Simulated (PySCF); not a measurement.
# Reading the logs of faulty runs: CGeH6NSi cation

Calculated results; nothing here was measured. The program is PySCF 2.14.0, an open-source quantum chemistry code, run on an isolated molecule that a program drew, which may never have been made. The molecule is CGeH6NSi cation (charge +1, singlet), drawn as the SMILES string `C[SiH+][GeH]=[NH]`.

Each row is a Hartree-Fock (HF) and frozen-core CCSD(T) single point in the cc-pV(D+d)Z basis, meant for a local HF minimum. Run 1 is clean. Each other run has one planted mistake out of seven kinds, and not every kind appears here: one electron removed, one electron added, multiplicity raised by two, geometry at a saddle point, minimal basis STO-3G, one bond length entered in bohr, all coordinates scaled. The reference is restricted for singlets and unrestricted otherwise, and also for a bond in bohr. Adding or removing an electron swaps singlet and doublet. Electrons count all cores. HOMO and LUMO are orbital energies over both spins, the gradient is its largest component, and the lowest frequency (negative if imaginary) is given only where the gradient is small. Bond lengths are over the 9 bonds as drawn. T1 is the CCSD diagnostic: over 0.02 (restricted) or 0.045 (unrestricted) a single reference is doubtful. Germanium has the cc-pVDZ-PP basis, with a core potential (ECP10MDF) in place of its 10 inner electrons, and its 3s, 3p and 3d shells are frozen in CCSD(T).

Geometry of the clean run:
```xyz
10
CGeH6NSi cation, angstrom
C    -1.7915   -1.2734    0.5342
Si   -1.6049    0.4257   -0.1396
Ge   -1.7556    1.1834   -2.4349
N    -1.5342    2.8175   -2.7157
H    -0.8816   -1.5348    1.0875
H    -1.9827   -2.0213   -0.2343
H    -2.6136   -1.2724    1.2604
H    -1.3270    1.4721    0.8553
H    -2.0407    0.1262   -3.4670
H    -1.3488    3.4107   -1.9193
```

```
run,electrons,basis functions,<S^2>,HOMO (eV),LUMO (eV),gradient (hartree/bohr),lowest frequency (cm^-1),mean bond (Å),longest bond (Å),T1,HF (hartree),CCSD(T) (hartree),mistake
1,64,104,0.000,-14.38,-5.90,1.5e-05,53,1.4667,2.422,0.0223,-677.78163,-678.34396,no fault
2,64,104,0.000,-14.00,-5.87,3.7e-02,-,1.5341,2.533,0.0251,-677.76323,-678.33981,all coordinates scaled
3,65,104,1.102,-7.52,1.64,5.6e-02,-,1.4667,2.422,0.0470,-678.03739,-678.59425,one electron added
4,63,104,0.890,-21.18,-11.14,5.8e-02,-,1.4667,2.422,0.0314,-677.33421,-677.83406,one electron removed
5,64,104,2.061,-12.75,-4.74,7.7e-02,-,1.4667,2.422,0.0292,-677.77298,-678.28948,multiplicity raised by two
6,64,104,1.557,-13.75,-5.43,1.1e-01,-,1.5665,2.422,0.0716,-677.68538,-678.20381,?
```

**Which mistake was planted in run 6, and what did it cost?**

The mean bond changes by a factor of 1.068 and the longest by 1.000, so the molecule wasn't scaled as a whole. A length L in bohr read as angstrom grows by (1/0.5292 - 1) L = 0.890 L. The 9 bonds together grew by 9 x 0.0998 = 0.898 Å, which gives L = 1.010 Å. That is bond N4-H10, 1.010 Å in the clean geometry. So the mistake is: one bond length entered in bohr. Subtracting run 1 and multiplying by 627.51 kcal/mol a hartree, the energy moved by 60.4 kcal/mol in HF and 87.9 kcal/mol in CCSD(T).

Cautions from the logs. Run 1: T1 is over the limit, so its CCSD(T) energy is less reliable; run 2: T1 is over the limit, so its CCSD(T) energy is less reliable; run 3: T1 is over the limit, so its CCSD(T) energy is less reliable; run 6: T1 is over the limit, so its CCSD(T) energy is less reliable.
